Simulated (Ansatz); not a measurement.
Consider the redistribution: `[OH][GeH]([OH])[GeH3]` + `O[SiH2][SiH2]O[SiH3]` → `[OH][GeH]([OH])[O][SiH3]` + `O[SiH2][SiH2][GeH3]`.

Computed with Ansatz on PBE0-D4/def2-TZVP structures; ΔE is electronic, products minus reactants. CCSD(T)/CBS is the MP2 limit (def2-TZVPP, def2-QZVPP) plus CCSD(T) − MP2 in def2-TZVPP, frozen cores. DFT in def2-TZVPP. B3LYP here is the variant with VWN-RPA as its local correlation; programs differ in this. For Ge outer-core shells are correlated without core-valence functions, which leaves a few kJ/mol of doubt a bond. Scalar relativity is left out up to krypton. Each species was taken in one conformer, which may not be the lowest.

```csv
level,ΔE (kcal/mol)
B3LYP-D4,8.4
ωB97X-V,6.1
B2PLYP,7.1
PBE,6.3
PBE0,5.8
MP2/def2-TZVPP,5.4
SCS-MP2/def2-QZVPP,6.6
MP2/CBS(def2),6.6
```

What does CCSD(T)/CBS give? (Estimate.)

Computed: +6.2 kcal/mol. The listed levels differ from it by 2.2, -0.1, 0.9, 0.1, -0.4, -0.8, 0.4, 0.4 kcal/mol.

Largest T1 diagnostic among the species: 0.012.

In def2-TZVPP, CCSD(T) changes the Hartree–Fock value by −1.4 kcal/mol (the triples alone add −0.4 kcal/mol) and MP2 by −1.0 kcal/mol.
